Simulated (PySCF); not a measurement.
A side-by-side comparison of computed properties.

First species: C₅H₃FO₂.
InChI=1S/C5H3FO2/c6-5-1-4(2-7)3-8-5/h1-3H

Second species: C6H5FO2.
SMILES: `Cc1ccc(C(=O)F)o1`

Levels: CAM-B3LYP/def2-SVPD for dipole moment, HOMO energy, LUMO energy, HOMO–LUMO gap, static isotropic polarisability and electronic spatial extent ⟨r²⟩ about the centre of nuclear charge; TDDFT CAM-B3LYP/def2-SVPD for lowest singlet excitation; TDA CAM-B3LYP/def2-SVPD for lowest triplet excitation (Tamm–Dancoff); GFN2-xTB for rotational constant A and rotational constant C. Geometries: GFN2-xTB. All species are isolated and taken at one optimised geometry, non-relativistic unless stated; the electronic structure was computed with PySCF and density fitting.

The conformers computed, where there is a choice (atom-mapped SMILES and torsion angles):
- `[O:1]=[CH:2][c:3]1[cH:4][o:5][c:6]([F:7])[cH:8]1`: O1–C2–C3–C4 0°
- `[CH3:1][c:2]1[cH:3][cH:4][c:5]([C:6](=[O:7])[F:8])[o:9]1`: C4–C5–C6–O7 180°

```csv
property,column X,column Y
dipole moment,1.85 D,5.39 D
HOMO energy,-8.61 eV,-8.53 eV
LUMO energy,-0.84 eV,-0.79 eV
HOMO–LUMO gap,7.77 eV,7.74 eV
lowest singlet excitation,3.94 eV,5.08 eV
lowest triplet excitation (Tamm–Dancoff),3.27 eV,3.22 eV
static isotropic polarisability,62.2 au,79.0 au
electronic spatial extent ⟨r²⟩ about the centre of nuclear charge,977 bohr²,1254 bohr²
rotational constant A,7.532 GHz,4.152 GHz
rotational constant C,1.057 GHz,0.860 GHz
```

Which column belongs to which species?

Column X is the first species and column Y the second. The first has 11 atoms and 58 electrons, the second 14 and 66.

How does each property change from the first species to the second?

dipole moment +3.54 D; HOMO energy +0.08 eV; LUMO energy +0.05 eV; HOMO–LUMO gap -0.03 eV; lowest singlet excitation +1.14 eV; lowest triplet excitation (Tamm–Dancoff) -0.05 eV; static isotropic polarisability +16.8 au; electronic spatial extent ⟨r²⟩ about the centre of nuclear charge +277 bohr²; rotational constant A -3.380 GHz; rotational constant C -0.197 GHz.

On the first: The polarisability is 9.22 Å³ as a volume (1 au = 0.148185 Å³), or 1.07 au for each of the 58 electrons. In wavenumbers S1 is 31800 cm⁻¹ (1 eV = 8065.54 cm⁻¹).

On the second: The principal polarisabilities are 48.2, 79.9 and 109.1 au; their mean is the isotropic value. The polarisability is 11.71 Å³ as a volume (1 au = 0.148185 Å³), or 1.20 au for each of the 66 electrons.
